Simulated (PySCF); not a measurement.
**Fractional electron number in V²⁺ (vanadium, charge +2)**

The 3d alpha orbital of [Ar] 3d3 is emptied in steps (occupation f), with all orbitals relaxed, ending at [Ar] 3d2. All numbers are calculated (PySCF 2.14, no relativity, point nucleus, in aug-pcseg-2 (7s5p4d3f2g, 81 functions)). The exact energy is a straight line in f; departures are measured from the line between the end points of the same method.

```json
{"f": "1", "UHF (eV)": "0.000", "LDA (eV)": "0.000", "PBE (eV)": "0.000"}
{"f": "0.9", "UHF (eV)": "0.153", "LDA (eV)": "-0.692", "PBE (eV)": "-0.676"}
{"f": "0.7", "UHF (eV)": "0.346", "LDA (eV)": "-1.632", "PBE (eV)": "-1.595"}
{"f": "0.5", "UHF (eV)": "0.400", "LDA (eV)": "-1.964", "PBE (eV)": "-1.916"}
{"f": "0.3", "UHF (eV)": "0.326", "LDA (eV)": "-1.667", "PBE (eV)": "-1.624"}
{"f": "0.1", "UHF (eV)": "0.136", "LDA (eV)": "-0.721", "PBE (eV)": "-0.702"}
{"f": "0", "UHF (eV)": "0.000", "LDA (eV)": "0.000", "PBE (eV)": "0.000"}
```

Problem. For UHF, how does the orbital energy at f = 1 compare with the removal energy?

Solution. −ε = 30.384 eV against a total-energy difference of 28.658 eV. By Janak's theorem ε = ∂E/∂f, so the gap between them reflects the curvature. Along the path −ε is 29.993 (f = 0.9), 29.264 (f = 0.7), 28.600 (f = 0.5), 27.990 (f = 0.3), 27.431 (f = 0.1) eV.

```
method  E(f=0) − E(f=1) (eV)  −ε at f=1 (eV)  −ε at f=0.5 (eV)
   UHF                28.658          30.384            28.600
   LDA                30.423          22.781            30.321
   PBE                30.203          22.727            30.115
```

Reference removal energy between the ground levels: 29.311 eV (measured; NIST Atomic Spectra Database, ionization energies). The calculation has no spin-orbit coupling. The determinant left behind need not be the lowest term of the ion. UHF lacks correlation.
